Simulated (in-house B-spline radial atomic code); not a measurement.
Radial electron density of Rb, [Ne] 3s2 3p5 3d10 4s2 4p6 5s1 5f1. Method: non-relativistic B3LYP, spherical fractional occupations, point nucleus, inside a hard spherical wall at 3.52 bohr. Calculated with a radial B-spline atomic code at the basis-set limit.

Caution: exact exchange at fractional occupations of open shells leaves self-interaction of up to several eV.

Columns: r (bohr), 4πr²n(r) (electrons per bohr), bar.

```
   0.002    1.522 #
 0.00241    2.144 ##
  0.0029    2.994 ##
  0.0035    4.171 ###
 0.00422    5.749 #####
 0.00509    7.843 ######
 0.00613    10.53 ########
 0.00739    13.95 ###########
 0.00891    18.13 ###############
  0.0107    22.92 ##################
  0.0129    28.35 #######################
  0.0156    34.03 ###########################
  0.0188    39.19 ################################
  0.0227    43.21 ###################################
  0.0273    45.26 #####################################
   0.033    45.01 ####################################
  0.0397    42.73 ##################################
  0.0479     39.6 ################################
  0.0577    37.66 ##############################
  0.0696     38.8 ###############################
  0.0839    43.56 ###################################
   0.101    50.05 ########################################
   0.122    54.55 ############################################
   0.147    53.28 ###########################################
   0.177     46.1 #####################################
   0.213    37.14 ##############################
   0.257    32.11 ##########################
    0.31    33.48 ###########################
   0.374    37.33 ##############################
   0.451    37.08 ##############################
   0.543    30.19 ########################
   0.655    19.98 ################
    0.79    11.99 ##########
   0.952    8.619 #######
    1.15    8.112 #######
    1.38    7.606 ######
    1.67     5.85 #####
    2.01    3.794 ###
    2.42    2.592 ##
    2.92    1.461 #
    3.48 0.009496
```

On this grid the curve has 3 maxima, near 0.0273, 0.122, 0.374 bohr.

The 5f radial function P(r) = rR(r), positive near the nucleus:

```tsv
r (bohr)	P
0.0696	0.0009382
0.101	0.003289
0.147	0.01073
0.213	0.03127
0.31	0.08232
0.451	0.1912
0.655	0.3891
0.952	0.671
1.38	0.8168
2.01	0.1663
2.92	-0.7384
```
